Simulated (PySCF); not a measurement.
**Telling isomers of C12H10 apart by NMR**

How the numbers were obtained: couplings computed with B3LYP/pcJ-1 (spin–dipole term left out of most H,H and C,H couplings), PBE0-D3(BJ)/def2-SVP geometry, σ from GIAO-PBE0/pcSseg-1, in PySCF (no solvent model, no relativistic terms, averaged over atoms made equivalent by symmetry, fast rotation or ring inversion, a single conformation).

δ = σ(ref) − σ, references computed at the same level: ¹H (σ = 31.27 ppm) and ¹³C (σ = 184.41 ppm) vs TMS. Multiplet labels drop J under 1 Hz and among equivalent protons, and merge close values. Unscaled 3J(H,H) run several per cent high. Shifts are as computed. Against solution values, carbons near 30 ppm lie about +2 ppm off and those near 130 ppm about +5 ppm. Of 1313 compounds with measured shifts, 239 miss one by over three times the rms of a fit or turn the order of signals round; such compounds aren't used in these exercises.

(1) Tabulate the signals of `c1ccc(-c2ccccc2)cc1`, `C=Cc1cccc2ccccc12` and their relative energies.

(2) What is the quickest way to tell c1ccc(-c2ccccc2)cc1 from C=Cc1cccc2ccccc12?

Answers

(1) 
```tsv
SMILES	carbon types	δC	δH	E rel. (kcal/mol)
c1ccc(-c2ccccc2)cc1	2×C 10×CH	147.6, 134.3, 133.2, 132.8	7.64 (m, 4H), 7.57 (m, 4H), 7.47 (m, 2H)	0.0
C=Cc1cccc2ccccc12	3×C 8×CH 1×CH2	144.3, 141.1, 136.8, 134.4, 134.3, 134.3, 131.4, 131.3, 131.0, 129.6, 129.1, 124.6	8.23 (m, 1H), 7.95 (m, 1H), 7.91 (d, 1H), 7.80 (dd, 1H), 7.75 (ddd, 1H), 7.69 (m, 1H), 7.67 (m, 1H), 7.64 (dd, 1H), 6.07 (dd, 1H), 5.74 (dd, 1H)	11.8
```

Energies are electronic energies at PBE0/pcSseg-1 on these geometries, without zero-point or thermal terms, each for the one conformer computed, which needn't be the lowest.

(2) Count the carbon signals: 4 against 12. The first has a substituted aromatic carbon (C) at 147.6 ppm, the second a terminal =CH2 carbon at 124.6 ppm. Their most deshielded carbons lie at 147.6 and 144.3 ppm. In the proton spectra the most deshielded non-exchanging signals are 7.64 (m, 4H) and 8.23 (m, 1H).
